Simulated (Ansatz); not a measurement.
Sn₂Ge⁺. Charge 1, multiplicity 2. Geometry PBE0-D4/def2-TZVP.

```xyz
3

Ge    0.5451    0.8715    0.5572
Sn    0.5532   -1.6846    0.8671
Sn   -1.0983    0.8131   -1.4244
```

In the def2 sets Sn takes a core potential; there is no spin–orbit coupling. LC-ωPBE has ω = 0.4 bohr⁻¹. The structure comes from a short search, and lower isomers may exist.

Estimate the α-spin orbital energies around the gap (eV) in Ansatz with PBE-D4/def2-SVP, B97M-V/def2-TZVP, PBE0-D4/def2-TZVP, r2SCAN0-D4/def2-TZVP, LC-ωPBE/def2-TZVP.


| orbital | PBE-D4/def2-SVP | B97M-V/def2-TZVP | PBE0-D4/def2-TZVP | r2SCAN0-D4/def2-TZVP | LC-ωPBE/def2-TZVP |
| --- | --- | --- | --- | --- | --- |
| HOMO−13 | -30.91 | -31.90 | -33.73 | -34.30 | -36.42 |
| HOMO−12 | -30.91 | -31.90 | -33.73 | -34.29 | -36.42 |
| HOMO−11 | -30.78 | -31.74 | -33.56 | -34.13 | -36.18 |
| HOMO−10 | -30.77 | -31.73 | -33.55 | -34.12 | -36.17 |
| HOMO−9 | -30.70 | -31.66 | -33.49 | -34.05 | -36.12 |
| HOMO−8 | -30.68 | -31.65 | -33.47 | -34.04 | -36.11 |
| HOMO−7 | -30.68 | -31.64 | -33.47 | -34.03 | -36.10 |
| HOMO−6 | -30.65 | -31.62 | -33.44 | -34.00 | -36.05 |
| HOMO−5 | -18.28 | -18.37 | -19.79 | -20.20 | -23.33 |
| HOMO−4 | -15.84 | -15.62 | -16.97 | -17.24 | -19.93 |
| HOMO−3 | -14.12 | -13.91 | -15.08 | -15.33 | -17.69 |
| HOMO−2 | -10.24 | -10.11 | -10.89 | -11.19 | -12.85 |
| HOMO−1 | -10.07 | -10.01 | -10.74 | -10.88 | -12.83 |
| HOMO | -10.02 | -10.00 | -10.72 | -10.87 | -12.69 |
| LUMO | -8.42 | -8.16 | -7.76 | -7.81 | -5.98 |
| LUMO+1 | -8.37 | -8.14 | -7.70 | -7.69 | -5.89 |
| LUMO+2 | -7.40 | -7.14 | -6.69 | -6.62 | -4.83 |
| LUMO+3 | -7.14 | -6.88 | -6.37 | -6.38 | -4.40 |
| LUMO+4 | -4.60 | -4.35 | -3.92 | -3.69 | -2.05 |
| LUMO+5 | -4.22 | -3.97 | -3.47 | -3.24 | -1.52 |
| β HOMO | -9.87 | -9.83 | -10.56 | -10.71 | -12.51 |
| β LUMO | -9.56 | -9.39 | -8.67 | -8.58 | -6.45 |
